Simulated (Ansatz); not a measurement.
| atom | x (Å) | y (Å) | z (Å) |
| --- | --- | --- | --- |
| Fe | 0.0000 | 0.0000 | 0.0000 |
| O | 0.0000 | 0.0000 | 2.0000 |
| H | -0.1490 | 0.7452 | 2.5900 |
| H | 0.1490 | -0.7452 | 2.5900 |
| O | 0.0000 | 0.0000 | -2.0000 |
| H | 0.1490 | -0.7452 | -2.5900 |
| H | -0.1490 | 0.7452 | -2.5900 |
| O | 2.0000 | 0.0000 | 0.0000 |
| H | 2.5900 | -0.7452 | 0.1490 |
| H | 2.5900 | 0.7452 | -0.1490 |
| O | -2.0000 | 0.0000 | 0.0000 |
| H | -2.5900 | 0.7452 | -0.1490 |
| H | -2.5900 | -0.7452 | 0.1490 |
| O | 0.0000 | 2.0000 | 0.0000 |
| H | 0.7259 | 2.5900 | -0.2250 |
| H | -0.7259 | 2.5900 | 0.2250 |
| O | 0.0000 | -2.0000 | 0.0000 |
| H | -0.7259 | -2.5900 | 0.2250 |
| H | 0.7259 | -2.5900 | -0.2250 |

Basis set: def2-TZVP on H, O; pcseg-2 on Fe. Charge 3. Computed with Ansatz (development build ahead of 0.2.0); the lowest solution found for each multiplicity.

(1) How do the multiplicities compare at this shape? Give, from the lowest of each method, PBE0 (unrestricted) for 2, 6; PBE0 (restricted) for 2, 6.

Results:

(1)

```tsv
method	multiplicity	E (eV)	<S²>
PBE0, unrestricted	2	1.572	1.44
PBE0, unrestricted	6	0.000	8.75
PBE0, restricted	2	1.665	0.75
PBE0, restricted	6	0.000	8.75
```

Caution: other spin multiplicities may lie lower. Caution for PBE0, unrestricted: the unrestricted determinant is spin contaminated.
